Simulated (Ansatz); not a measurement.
CH7ClSi3 at its PBE0-D4/def2-TZVP geometry, where that method's forces vanish. Total charge 0; spin multiplicity 1. The bonds changed during the relaxation, so this is another structure than the one it started from.

```xyz
12

Si   -1.2422   -1.0485    0.1999
C     0.4980   -0.4968   -0.2489
Si    0.5748    1.3077   -0.7785
Si    1.7356   -0.8066    1.1248
Cl    0.9013    0.3983    2.6291
H    -1.1909   -2.2882    1.0249
H    -2.0045   -1.3530   -1.0401
H    -1.9462    0.0055    0.9676
H     0.8407   -1.1085   -1.0945
H     0.2628    1.4186   -2.2275
H    -0.3789    2.1280    0.0051
H     1.9496    1.8434   -0.5619
```

Q: What forces (eV/Å) does r2SCAN-D4/def2-TZVPP give on these atoms in the Gaussian-basis code of Ansatz? (Estimate.)

A: Ansatz gave: 
```
Si1 -0.057 -0.019 -0.001
C2   0.009 -0.019 -0.029
Si3  0.000  0.049 -0.030
Si4  0.057 -0.049 -0.010
Cl5 -0.019  0.046  0.076
H6  -0.007  0.023 -0.015
H7   0.009  0.003  0.026
H8   0.013 -0.029 -0.014
H9  -0.010  0.006 -0.004
H10  0.007  0.004  0.023
H11  0.025 -0.012 -0.016
H12 -0.027 -0.002 -0.007
```
